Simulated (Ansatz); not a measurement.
Total energies of CH3F3NTa, SMILES `C[N]=[Ta]([F])([F])[F]`.

```xyz
9

C    -0.219   -1.606   -0.153
N    -0.028   -0.206   -0.020
Ta    0.207    1.522    0.145
F    -1.302    2.377   -0.581
F     1.768    1.981   -0.799
F     0.387    1.903    1.978
H     0.577   -2.052   -0.758
H    -1.175   -1.824   -0.638
H    -0.216   -2.095    0.826
```

Total charge 0; spin multiplicity 1. Correlated methods include outer-core shells of Ta, which these sets cover unevenly. Ta takes the def2 core potential. Geometry: relaxed with PBE0-D4/def2-TZVP. Basis def2-TZVPP, Ansatz.

RPA on PBE orbitals: Hartree–Fock energy of these orbitals -449.09118 Eh, correlation -2.28383 Eh (frozen core).

```
functional  energy without D4 (Eh)  D4 term (kJ/mol)
       PBE              -451.29016             -16.9
    r2SCAN              -451.51058              -4.2
    B97M-V              -451.53730                 –
     B3LYP              -451.67323             -27.2
   r2SCANh              -451.46233              -4.5
   r2SCAN0              -451.39232              -4.9
   ωB97X-V              -451.48378                 –
   ωB97M-V              -451.44843                 –
    B2PLYP              -451.31136                 –
  PBE-QIDH              -451.09992                 –
```

(1) Give the same for LDA (SPW92), revPBE, BLYP, PBE0, HSE06 (plane-wave form), BHLYP, CAM-B3LYP, LC-ωPBE. (Best estimate.)

B3LYP takes the VWN-RPA correlation (the form of Gaussian; ORCA's B3LYP/G). HSE06 is the plane-wave form, built on full-range PBE exchange. The double hybrids freeze the cores in their second-order part.

## Answers

(1) Computed: 
| functional | energy without D4 (Eh) | D4 term (kJ/mol) |
| --- | --- | --- |
| LDA (SPW92) | -448.83729 | – |
| revPBE | -451.58577 | -47.2 |
| BLYP | -451.59187 | -36.3 |
| PBE0 | -451.23711 | -14.4 |
| HSE06 (plane-wave form) | -451.21934 | -13.5 |
| BHLYP | -451.35267 | -22.4 |
| CAM-B3LYP | -451.49192 | -14.7 |
| LC-ωPBE | -451.44159 | – |

LC-ωPBE has ω = 0.4 bohr⁻¹.
